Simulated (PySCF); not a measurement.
B(H)2(vinyl) (C2H5B), SMILES BC=C.

Coordinates come from a B3LYP-D3(BJ)/def2-TZVP optimisation.

Vertical ionisation energy (IE) and electron affinity (EA) in eV. Rows of orbital energies are one-electron estimates. Where ΔSCF, EOM or ADC give a negative EA the extra electron is unbound and the value depends on the basis.

| level | IE | EA |
|---|---|---|
| −ε(HOMO), −ε(LUMO), B3LYP/def2-TZVPD (PySCF) | (withheld) | (withheld) |
| ADC(2)/aug-cc-pVDZ (PySCF) | 10.48 | -0.81 |

Problem. Fill in the missing entries. (The exact figures need the calculation; the answer reports its results.)

Solution. 
- −ε(HOMO), −ε(LUMO), B3LYP/def2-TZVPD (PySCF), IE: 8.26
- −ε(HOMO), −ε(LUMO), B3LYP/def2-TZVPD (PySCF), EA: 2.32

Problem. Give the lowest 1s main lines (those of the lightest heavy element) from CVS-ADC(2)-x/aug-cc-pVDZ (PySCF, non-relativistic), with pole strengths. (Estimate from the structure and the level; the computed values follow.)

Solution. 197.2 eV (1.46).

Problem. Beyond the first one, list the lowest photoelectron lines from ADC(2)/aug-cc-pVDZ (PySCF) with their pole strengths (two spins summed). (Estimate from the structure and the level; the computed values follow.)

Solution. 11.37 eV (1.78), 11.92 eV (1.83), 13.70 eV (1.77), 15.23 eV (1.74), 16.87 eV (1.75).
